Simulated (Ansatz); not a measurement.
The same path of H$_{6}$N$_{2}$SSn (10 atoms, charge 0, multiplicity 1) was run 3 times with different band settings. The coordinate that changes most is the height of N1 over the plane of its neighbours.

These are results of RKS PBE0/def2-SVP in Ansatz, not measurements.

Relaxed end points:

```xyz
10
Properties=species:S:1:pos:R:3
N -1.650 0.856 -0.089
Sn 0.282 0.250 0.074
N 0.119 -1.455 1.163
S 1.381 -0.520 -1.956
H -2.245 0.152 -0.524
H -1.768 1.723 -0.611
H 1.175 1.582 0.696
H -0.274 -1.312 2.091
H 0.997 -1.961 1.260
H 2.066 0.635 -2.102
```

```xyz
10
Properties=species:S:1:pos:R:3
N -1.655 0.860 -0.088
Sn 0.277 0.254 0.070
N 0.115 -1.447 1.165
S 1.368 -0.515 -1.965
H -1.777 1.712 -0.633
H -2.254 0.145 -0.496
H 1.176 1.586 0.686
H -0.252 -1.299 2.103
H 0.988 -1.965 1.240
H 2.097 0.617 -2.078
```

Common settings: movable images 7; climbing image yes; optimiser quadratic models (default); start path through a guess of the saddle point; force threshold 0.03 eV/Å; end points relaxed.

| run | spring | iteration limit |
| --- | --- | --- |
| 1 | 5.0 eV/Å² | 54 |
| 2 | 20.0 eV/Å² | 60 |
| 3 | 0.1 eV/Å² | 60 |

(1) What does each run give, and how far can it be trusted?

Answers

(1) Run 1: converged after 25 iterations, highest image 0.090 eV above the first end. Beside the main top the profile has a ripple of under 15 meV (maxima at images 2, 5), which may be a very shallow well or noise. A vibrational analysis at the climbing image gives one clearly imaginary mode, 345i cm⁻¹: a first-order saddle point.
Run 2: converged after 24 iterations, highest image 0.090 eV above the first end. Beside the main top the profile has a ripple of under 15 meV (maxima at images 3, 5), which may be a very shallow well or noise. Another band between the same ends (7 images) ends at a top of the same energy, where a vibrational analysis finds 1 clearly imaginary mode.
Run 3: converged after 35 iterations, highest image 0.090 eV above the first end. Beside the main top the profile has a ripple of under 15 meV (maxima at images 2, 5), which may be a very shallow well or noise. Another band between the same ends (7 images) ends at a top of the same energy, where a vibrational analysis finds 1 clearly imaginary mode.
